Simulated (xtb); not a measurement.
C₄H₁₂O₂Si (SMILES CO[Si](C)(C)OC), singlet, geometry from GFN2-xTB; GFN1-xTB with ALPB(ch2cl2) (xtb 6.7.1).

xtb was given this input:
```
$ xtb mol.xyz --gfn 1 --alpb ch2cl2 --json

# file mol.xyz
19

C     -2.04448569    -1.42504237     0.50157321
O     -0.72766379    -0.96783355     0.60420261
Si    -0.03861108     0.32829990    -0.12649543
C     -0.79130443     1.98119988     0.41820792
C     -0.12304275     0.11850811    -2.02416713
O      1.47789858     0.38302498     0.45039361
C      2.43946984    -0.63436435     0.46225328
H     -2.14167265    -2.30788577     1.13463031
H     -2.28601463    -1.69261196    -0.52988191
H     -2.74855078    -0.66103992     0.83931906
H     -1.81913215     2.06843940     0.07965383
H     -0.24124933     2.82357068     0.01536447
H     -0.78920165     2.07462366     1.49947239
H      0.23206785    -0.86394160    -2.32751030
H      0.48841885     0.85714329    -2.53312402
H     -1.13675836     0.22640459    -2.39953033
H      3.26653155    -0.30236234     1.09086386
H      2.02211084    -1.55768690     0.86642662
H      2.80830569    -0.82419060    -0.54872151
```

The log (banner, timings and long lists left out):

```
   ID    Z sym.   atoms
    1    6 C      1, 4, 5, 7
    2    8 O      2, 6
    3   14 Si     3
    4    1 H      8-19

           -------------------------------------------------
          |                Calculation Setup                |
           -------------------------------------------------

           -------------------------------------------------
          |                 G F N 1 - x T B                 |
           -------------------------------------------------

      * Solvation model:               ALPB
        Solvent                        ch2cl2
        Parameter file                 internal GFN1-xTB/ALPB
        Dielectric constant                8.9300E+00
        Reference state                gsolv [1 M gas/solution]
        Free energy shift                  3.3401E-03 Eh       2.0960E+00 kcal/mol
        Temperature                        2.9815E+02 K
        Density                            1.3300E+00 kg/L
        Solvent mass                       8.4930E+01 g/mol
        Interaction kernel             P16
        Born radius scaling (c1)           1.6568E+00
        Born radii integrator          GBOBC
        Born offset                        0.0000E+00 a0       0.0000E+00 AA
        H-bond correction              false
        Ion screening                  false
        Surface tension                    1.0000E-05 Eh       1.5569E+01 dyn/cm
        Grid points                               230 per atom

          ...................................................
          :                      SETUP                      :
          :.................................................:
          :  # basis functions                  58          :
          :  # atomic orbitals                  57          :
          :  # shells                           39          :
          :  # electrons                        44          :
          :  # halogen bonds                     0          :
          :  max. iterations                   250          :
          :  Hamiltonian                  GFN1-xTB          :
          :  restarted?                      false          :
          :  GBSA solvation                   true          :
          :  PC potential                    false          :
          :  electronic temp.          300.0000000     K    :
          :  accuracy                    1.0000000          :
          :  -> integral cutoff          0.2500000E+02      :
          :  -> integral neglect         0.1000000E-07      :
          :  -> SCF convergence          0.1000000E-05 Eh   :
          :  -> wf. convergence          0.2000000E-04 e    :
          :  Broyden damping             0.4000000          :
          :  net charge                          0          :
          :  unpaired electrons                  0          :
          ...................................................

 iter      E             dE          RMSdq      gap      omega  full diag
   1    -26.5562798 -0.265563E+02  0.774E+00    7.39       0.0  T
   2    -26.5928440 -0.365642E-01  0.464E+00    7.35       1.0  T
   3    -26.5927057  0.138327E-03  0.657E-01    7.28       1.0  T
   4    -26.5945336 -0.182797E-02  0.145E-01    7.36       1.0  T
   5    -26.5950564 -0.522749E-03  0.448E-02    7.34       1.0  T
   6    -26.5950708 -0.143915E-04  0.245E-02    7.33       1.0  T
   7    -26.5950763 -0.552556E-05  0.555E-03    7.33       4.1  T
   8    -26.5950765 -0.223819E-06  0.199E-03    7.33      11.5  T
   9    -26.5950766 -0.416214E-07  0.600E-05    7.33     382.1  T
  10    -26.5950766 -0.257465E-10  0.187E-05    7.33    1228.7  T

   *** convergence criteria satisfied after 10 iterations ***

         :::::::::::::::::::::::::::::::::::::::::::::::::::::
         ::                     SUMMARY                     ::
         :::::::::::::::::::::::::::::::::::::::::::::::::::::
         :: total energy             -26.328565713620 Eh    ::
         :: total w/o Gsasa/hb       -26.322165182475 Eh    ::
         :: gradient norm              0.037899516111 Eh/a0 ::
         :: HOMO-LUMO gap              7.330125544130 eV    ::
         ::.................................................::
         :: SCC energy               -26.595076570252 Eh    ::
         :: -> electrostatic           0.073871244874 Eh    ::
         :: -> Gsolv                  -0.013705767400 Eh    ::
         ::    -> Gelec               -0.007305236255 Eh    ::
         ::    -> Gsasa               -0.009740661543 Eh    ::
         ::    -> Ghb                  0.000000000000 Eh    ::
         ::    -> Gshift               0.003340130398 Eh    ::
         :: repulsion energy           0.273786125258 Eh    ::
         :: dispersion energy         -0.007275268625 Eh    ::
         :: halogen bond corr.         0.000000000000 Eh    ::
         :: add. restraining           0.000000000000 Eh    ::
         :: total charge              -0.000000000000 e     ::
         :::::::::::::::::::::::::::::::::::::::::::::::::::::

           -------------------------------------------------
          |                Property Printout                |
           -------------------------------------------------

    * Orbital Energies and Occupations

         #    Occupation            Energy/Eh            Energy/eV
      -------------------------------------------------------------
         1        2.0000           -0.7730987             -21.0371
       ...           ...                  ...                  ...
        10        2.0000           -0.5785774             -15.7439
        11        2.0000           -0.5717354             -15.5577
        12        2.0000           -0.5602566             -15.2454
        13        2.0000           -0.5051508             -13.7459
        14        2.0000           -0.5006950             -13.6246
        15        2.0000           -0.4980865             -13.5536
        16        2.0000           -0.4951996             -13.4751
        17        2.0000           -0.4924003             -13.3989
        18        2.0000           -0.4751730             -12.9301
        19        2.0000           -0.4713288             -12.8255
        20        2.0000           -0.4670755             -12.7098
        21        2.0000           -0.4552573             -12.3882
        22        2.0000           -0.4175680             -11.3626 (HOMO)
        23                         -0.1481908              -4.0325 (LUMO)
        24                         -0.1382361              -3.7616
        25                         -0.1293411              -3.5195
        26                         -0.1144201              -3.1135
        27                         -0.0991767              -2.6987
        28                         -0.0910277              -2.4770
        29                         -0.0714052              -1.9430
        30                         -0.0650867              -1.7711
        31                         -0.0613370              -1.6691
        32                         -0.0574222              -1.5625
        33                         -0.0436295              -1.1872
       ...                                ...                  ...
        57                          1.3459532              36.6253
      -------------------------------------------------------------
                  HL-Gap            0.2693772 Eh            7.3301 eV
             Fermi-level           -0.2828794 Eh           -7.6975 eV

  Mulliken/CM5 charges         n(s)   n(p)   n(d)
     1C     0.17716  0.06131   0.964  2.859  0.000
     2O    -0.43393 -0.49900   1.641  4.793  0.000
     3Si    0.47156  0.35452   1.032  1.502  0.994
     4C    -0.17530 -0.28594   0.991  3.184  0.000
     5C    -0.18290 -0.29465   0.996  3.187  0.000
     6O    -0.42955 -0.49340   1.637  4.793  0.000
     7C     0.18229  0.06675   0.964  2.854  0.000
     8H     0.02428  0.08461   0.976  0.000  0.000
     9H     0.02551  0.08598   0.974  0.000  0.000
    10H     0.02549  0.08600   0.975  0.000  0.000
    11H     0.03624  0.09205   0.964  0.000  0.000
    12H     0.04018  0.09638   0.960  0.000  0.000
    13H     0.04412  0.10071   0.956  0.000  0.000
    14H     0.04262  0.09844   0.957  0.000  0.000
    15H     0.03889  0.09438   0.961  0.000  0.000
    16H     0.03823  0.09351   0.962  0.000  0.000
    17H     0.02164  0.08203   0.978  0.000  0.000
    18H     0.02934  0.09184   0.971  0.000  0.000
    19H     0.02411  0.08448   0.976  0.000  0.000

Wiberg/Mayer (AO) data.
largest (>0.10) Wiberg bond orders for each atom

 ---------------------------------------------------------------------------
     #   Z sym  total        # sym  WBO       # sym  WBO       # sym  WBO
 ---------------------------------------------------------------------------
     1   6 C    3.909 --    10 H    0.986     9 H    0.986     8 H    0.986
                             2 O    0.922
     2   8 O    2.302 --     3 Si   1.274     1 C    0.922
     3  14 Si   4.878 --     6 O    1.292     2 O    1.274     4 C    1.019
                             5 C    1.011
     4   6 C    3.959 --     3 Si   1.019    12 H    0.954    11 H    0.954
                            13 H    0.949
     5   6 C    3.959 --     3 Si   1.011    15 H    0.956    16 H    0.955
                            14 H    0.951
     6   8 O    2.307 --     3 Si   1.292     7 C    0.913
     7   6 C    3.906 --    19 H    0.986    17 H    0.986    18 H    0.985
                             6 O    0.913
     8   1 H    1.017 --     1 C    0.986
     9   1 H    1.008 --     1 C    0.986
    10   1 H    1.008 --     1 C    0.986
    11   1 H    1.001 --     4 C    0.954
    12   1 H    1.001 --     4 C    0.954
    13   1 H    1.000 --     4 C    0.949
    14   1 H    1.000 --     5 C    0.951
    15   1 H    1.001 --     5 C    0.956
    16   1 H    1.001 --     5 C    0.955
    17   1 H    1.017 --     7 C    0.986
    18   1 H    1.009 --     7 C    0.985
    19   1 H    1.009 --     7 C    0.986
 ---------------------------------------------------------------------------

Topologies differ in total number of bonds
Writing topology from bond orders to xtbtopo.mol

 dipole moment from electron density (au)
     X       Y       Z
  -0.5139  -0.4929  -0.5152  total (Debye):    2.234

           -------------------------------------------------
          | TOTAL ENERGY              -26.328565713620 Eh   |
          | GRADIENT NORM               0.037899516111 Eh/α |
          | HOMO-LUMO GAP               7.330125544130 eV   |
           -------------------------------------------------

normal termination of xtb
```
